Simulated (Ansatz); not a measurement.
Compare A (`C[SiH2]C#N`) with its isomer B (`C#C[SiH2]N`).

Program: Ansatz. Geometries: PBE0-D4/def2-TZVP. ΔE: electronic, gas phase. CCSD(T)/CBS adds triple-zeta CCSD(T) − MP2 to the extrapolated MP2 energy (def2 sets, frozen cores). Functionals use def2-TZVPP. B3LYP here is the variant with VWN-RPA as its local correlation; programs differ in this. One conformer a species, not always the lowest.

A:

```xyz
9

C     0.5869    1.1123   -0.0730
Si    0.1710   -0.6912   -0.2445
C    -1.4648   -1.0082    0.5710
N    -2.4820   -1.1822    1.0831
H     0.6535    1.3947    0.9793
H    -0.1760    1.7312   -0.5490
H     1.5478    1.3231   -0.5481
H     1.1489   -1.5702    0.4385
H     0.0146   -1.1095   -1.6573
```

B:

```xyz
9

C    -2.211   -0.307   -0.938
C    -1.229   -0.010   -0.302
Si    0.278    0.431    0.651
N     1.738   -0.250    0.069
H    -3.080   -0.568   -1.497
H     0.066   -0.048    2.037
H     0.404    1.906    0.600
H     2.132    0.084   -0.796
H     1.903   -1.238    0.177
```

Question: Which is lower in electronic energy at CCSD(T)/CBS, and by how much? (Estimate.)

Answer: Computed: A, by 18.3 kcal/mol.

Question: Give E(B) − E(A) in kcal/mol with B2PLYP, ωB97M-V, PBE0-D4, B3LYP, LDA (SPW92), BLYP-D4, CCSD(T)/def2-SVP. (An estimate is asked.)

Answer: Ansatz gave: B2PLYP 19.9, ωB97M-V 19.7, PBE0-D4 19.8, B3LYP 19.4, LDA (SPW92) 16.4, BLYP-D4 19.9, CCSD(T)/def2-SVP 27.2. None reverses the order clearly.

Question: Does the order hold for the free energy at 298.15 K (harmonic terms from PBE0-D4)? (An estimate is asked.)

Answer: The calculation gave: Yes: G(B) − G(A) = +18.5 kcal/mol, for one conformer each.

Largest T1 diagnostic: 0.012.

At CCSD(T), def2-SVP lies +8.9 kcal/mol from the extrapolated value and def2-TZVPP +2.4 kcal/mol. Leaving LDA and LC-ωPBE aside and taking each functional with its dispersion term where it has one, the values, not all of them listed here, spread over 2.8 kcal/mol, from BHLYP-D4 to revPBE-D4. LDA lies −4.0 kcal/mol from PBE without D4.
